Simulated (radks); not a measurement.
Question: The thulium ion Tm54+, 15 electrons, occupied as [Ne] 3s2 3p3. All-electron calculation, Dirac Kohn-Sham, exchange-only PBE, spin-unpolarised, spherical densities, finite nucleus; open shells fill j = l - 1/2 first; Fermi nuclear charge, rms radius 5.2256 fm. Program: a radial shooting solver on a logarithmic mesh with Libxc functionals. Some entries of the table are withheld. Estimate them.

orbital,occ.,eigenvalue (eV),<r> (bohr),r(max) (bohr)
1s1/2,2,-63230.76,0.02001,0.01261
2s1/2,2,-13844.62,0.08331,0.07167
2p1/2,2,-13426.56,0.06919,0.05369
2p3/2,4,-12422.38,0.07631,0.05989
3s1/2,2,-5518.812,0.2025,0.1927
3p1/2,2,-5364.886,0.1906,(1)
3p3/2,1,-5103.224,0.2013,(2)
3d3/2,0,-4892.595,0.1729,(3)
3d5/2,0,-4830.043,0.1762,(4)
4s1/2,0,-2928.862,0.3782,0.3829

Answer: 
(1) 3p1/2 r(max) (bohr): 0.1796
(2) 3p3/2 r(max) (bohr): 0.1906
(3) 3d3/2 r(max) (bohr): 0.1465
(4) 3d5/2 r(max) (bohr): 0.1496
